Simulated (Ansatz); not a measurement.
```yaml
crystal:
  periodic: [false, false, false]
  atoms:
    - {symbol: B, position_ang: [-3.533262, -0.194551, -0.961293]}
    - {symbol: C, position_ang: [-0.767607, 0.097354, -0.221719]}
    - {symbol: C, position_ang: [1.163553, -1.451853, 0.412206]}
    - {symbol: C, position_ang: [2.763012, 0.849359, 0.697283]}
    - {symbol: O, position_ang: [0.588074, 2.356350, -0.000801]}
    - {symbol: H, position_ang: [-4.813500, 1.599356, -1.432857]}
    - {symbol: H, position_ang: [-4.375118, -2.286198, -1.052281]}
    - {symbol: H, position_ang: [1.419439, -3.462251, 0.617065]}
    - {symbol: H, position_ang: [4.304280, 1.088676, -0.657612]}
    - {symbol: H, position_ang: [3.408165, 1.307193, 2.605865]}
basis:
  gaussian: {orbitals: def2-mTZVP}
hamiltonian: {xc: {name: B2GP-PLYP}}
scf: {lower_state_search: off}
output: {forces: true}
```

```sh
$ ansatz run in.yaml --threads 2 --pin off --events-out ev --progress --plain --max-ram 4352MiB
```

Shortened log:

```
Functional definition: B2GP-PLYP
  name "B2GP-PLYP"
  cite "Karton, Tarnopolsky, Lamère, Schatz & Martin, J. Phys. Chem. A 112, 12868 (2008) doi:10.1021/jp801805p"
  cite "Becke, Phys. Rev. A 38, 3098 (1988) doi:10.1103/PhysRevA.38.3098"
  cite "Lee, Yang & Parr, Phys. Rev. B 37, 785 (1988) doi:10.1103/PhysRevB.37.785"
  parameter a = 0.65
  parameter c = 0.36
  exchange = (1 - a)*b88_x + a*exact_x
  correlation = (1 - c)*lyp_c + c*(mp2_os + mp2_ss)
these checks for a lower state are left out or cut short: starts, cluster_reference, orbital_swaps, neighbouring_geometries, increment
1087 factors; integrals over basis functions are off by at most 2.7e-4 eV
mean field evaluation 1: about -5825.4473 eV, gradient 8.7e1 eV
mean field evaluation 2: about -5825.4740 eV, gradient 8.7e1 eV
mean field evaluation 4: about -5779.8135 eV, gradient 1.6e2 eV
mean field evaluation 8: about -5845.7861 eV, gradient 4.7e1 eV
mean field evaluation 16: about -5856.4394 eV, gradient 6.6e-2 eV
mean field -5856.43945272 eV, -215.2201802504 hartree, gradient 4.8e-6 eV, S^2 0.000000; 0 other end points of the search recorded, 0 dependent functions left out; unrestricted orbitals would lower it
5 core orbitals not correlated: weight in the atoms' cores, before any rotation towards them, 1.000 or more for the frozen orbitals, at most 0.000 for the correlated occupied ones
reference -5856.43964023 eV, -215.2201871412 hartree; 13, 13 occupied and 97, 97 virtual orbitals, 1087 factors
second order -25.42293771 eV of doubles, -0.00000000 eV of singles
the calculation of the forces begins
Total energy: -5865.59189781 eV, -215.5565264035 hartree
Atom 0 at    -3.533262    -0.194551    -0.961293 Å, force    -1.037078    -0.229928    -0.269279 eV/Å
Atom 1 at    -0.767607     0.097354    -0.221719 Å, force     0.788663     0.555806     0.179371 eV/Å
Atom 2 at     1.163553    -1.451853     0.412206 Å, force    -0.174412    -1.178390     0.031044 eV/Å
Atom 3 at     2.763012     0.849359     0.697283 Å, force     1.952404     0.400558     0.509300 eV/Å
Atom 4 at     0.588074     2.356350    -0.000801 Å, force    -0.712457    -1.824537    -0.073421 eV/Å
Atom 5 at    -4.813500     1.599356    -1.432857 Å, force     1.410137    -1.885795     0.513375 eV/Å
Atom 6 at    -4.375118    -2.286198    -1.052281 Å, force     0.894183     2.172920     0.099909 eV/Å
Atom 7 at     1.419439    -3.462251     0.617065 Å, force    -0.653719     2.569326    -0.351521 eV/Å
Atom 8 at     4.304280     1.088676    -0.657612 Å, force    -1.871014    -0.134607     2.001001 eV/Å
Atom 9 at     3.408165     1.307193     2.605865 Å, force    -0.596708    -0.445352    -2.639780 eV/Å
Dipole moment:    -0.770079    -0.928433    -0.149238 e Å
Checks for a lower state left out: starts, cluster_reference, orbital_swaps, neighbouring_geometries, increment
```

**Question.** What is wrong with this run?

**Answer.** The coordinates are in bohr but typed as ångström. The run converged. The result belongs to that input, not to the molecule as meant.
